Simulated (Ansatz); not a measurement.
# Molecular dynamics of Cl2GaH

input.yaml

```yaml
crystal:
  periodic: [false, false, false]
  atoms:
    - { symbol: Ga, position_ang: [-0.306788, 0.0, 0.520625] }
    - { symbol: H, position_ang: [1.000186, 0.0, 1.475562] }
    - { symbol: Cl, position_ang: [2.160674, 0.0, 0.089246] }
    - { symbol: Cl, position_ang: [-1.476571, 0.0, -1.290232] }
basis:
  gaussian: { orbitals: def2-SVP }
hamiltonian:
  xc: b3lyp
  dispersion: d4
md:
  timestep: 0.5
  n_steps: 200
  ensemble: nve
  temperature: 100.0
  initial_velocities: maxwell_boltzmann
  seed: 9848
```

Command:

```bash
$ ansatz run input.yaml --threads 1 --pin off --max-ram 2048MiB --backend cpu --events-out ev --progress --plain --runs-dir out
```

It starts at the highest image of a converged band. Of that band: Neighbouring images differ by up to 1.4 eV, so the band resolves the path poorly. A vibrational analysis at the climbing image gives one clearly imaginary mode, 1031i cm⁻¹: a first-order saddle point.

Output, in part (step lines, the closing report, with atoms numbered from 0):

```
md step     0: t =     0.00 fs  T =   100.0 K  F+E_penalty+E_count = -77428.01112721 eV  E_kin = 0.025852 eV  conserved = -77427.98527521 eV  (28 SCF iters)
md step     1: t =     0.50 fs  T =    99.6 K  F+E_penalty+E_count = -77428.01102597 eV  E_kin = 0.025751 eV  conserved = -77427.98527477 eV  (22 SCF iters)
md step     2: t =     1.00 fs  T =    98.8 K  F+E_penalty+E_count = -77428.01082622 eV  E_kin = 0.025554 eV  conserved = -77427.98527231 eV  (22 SCF iters)
md step     3: t =     1.50 fs  T =    97.8 K  F+E_penalty+E_count = -77428.01054838 eV  E_kin = 0.025278 eV  conserved = -77427.98527073 eV  (22 SCF iters)
md step     4: t =     2.00 fs  T =    96.5 K  F+E_penalty+E_count = -77428.01021717 eV  E_kin = 0.024948 eV  conserved = -77427.98526875 eV  (22 SCF iters)
md step     5: t =     2.50 fs  T =    95.2 K  F+E_penalty+E_count = -77428.00986507 eV  E_kin = 0.024599 eV  conserved = -77427.98526652 eV  (22 SCF iters)
md step     6: t =     3.00 fs  T =    93.9 K  F+E_penalty+E_count = -77428.00952822 eV  E_kin = 0.024264 eV  conserved = -77427.98526419 eV  (22 SCF iters)
md step     7: t =     3.50 fs  T =    92.8 K  F+E_penalty+E_count = -77428.00924370 eV  E_kin = 0.023982 eV  conserved = -77427.98526206 eV  (22 SCF iters)
[... lines left out ...]
Total energy: -77428.43068850 eV, -2845.4423449269 hartree
Atom 0 at    -0.321599    -0.003681     0.590756 Å, force     2.804534     0.025312    -0.799880 eV/Å
Atom 1 at    -1.704497    -0.037033     1.246229 Å, force     0.237199     0.004887     1.680412 eV/Å
Atom 2 at     2.110456     0.029627    -0.094933 Å, force    -2.551046    -0.031369     1.237686 eV/Å
Atom 3 at    -1.320317    -0.021335    -1.237464 Å, force    -0.490686     0.001170    -2.118218 eV/Å
Dipole moment:    -0.318562    -0.001552     0.558087 e Å
```

The steps, from the saved trajectory:

```tsv
time (fs)	T (K)	potential energy less start (eV)	conserved less start (meV/atom)
0.0	100	0.000	0.00
3.0	94	0.002	0.00
6.0	94	0.001	0.00
9.0	120	-0.005	0.01
12.0	205	-0.027	0.02
15.0	496	-0.102	0.06
18.0	1296	-0.309	0.10
21.0	2951	-0.737	0.04
24.0	5092	-1.291	-0.21
27.0	6287	-1.601	-0.29
30.0	6247	-1.590	-0.18
33.0	5845	-1.486	-0.14
36.0	5468	-1.388	-0.18
39.0	4753	-1.204	-0.27
42.0	3015	-0.754	-0.14
45.0	1494	-0.359	0.21
48.0	2154	-0.532	-0.12
51.0	3158	-0.791	-0.12
54.0	4161	-1.050	-0.11
57.0	5313	-1.348	-0.17
60.0	6202	-1.578	-0.24
63.0	6159	-1.567	-0.25
66.0	5028	-1.275	-0.15
69.0	3520	-0.884	0.00
72.0	2663	-0.662	0.05
75.0	2754	-0.686	0.00
78.0	3550	-0.892	0.04
81.0	4987	-1.264	-0.19
84.0	5644	-1.434	-0.24
87.0	5267	-1.336	-0.11
90.0	4866	-1.233	-0.09
93.0	4629	-1.171	-0.18
96.0	3796	-0.956	-0.19
99.0	2188	-0.540	0.04
```

All steps were run. The conserved energy stayed within 0.3 meV per atom of its start (net change 0.067 meV per atom), so the integration is sound. The kinetic energy rose, since the run started high on the potential surface and went downhill. A run of 0.1 ps of so small a system gives no equilibrium averages. The orbitals stay closed-shell, which can raise the energy where a bond breaks towards radicals; this wasn't checked here.

Between its relaxed ends the band would form H2–Cl3 and break Ga1–H2, Ga1–Cl3. These pairs go: H2–Cl3 1.81 → 4.04 Å, Ga1–H2 1.62 → 1.53 Å, Ga1–Cl3 2.50 → 2.53 Å. In the last frame they stand as before the step (other bonds may differ from the relaxed reactants and products). It ends as one piece, Cl2GaH. Pairs count as bonded within 1.25 times the sum of covalent radii (0.12 Å more for H–H).

Last frame:

```xyz
4
Properties=species:S:1:pos:R:3
Ga -0.322 -0.004 0.591
H -1.704 -0.037 1.246
Cl 2.111 0.030 -0.095
Cl -1.320 -0.021 -1.238
```

Run time: 9 min on 1 thread of Arm Neoverse V2, with other jobs on the host, peak memory 0.14 GiB.
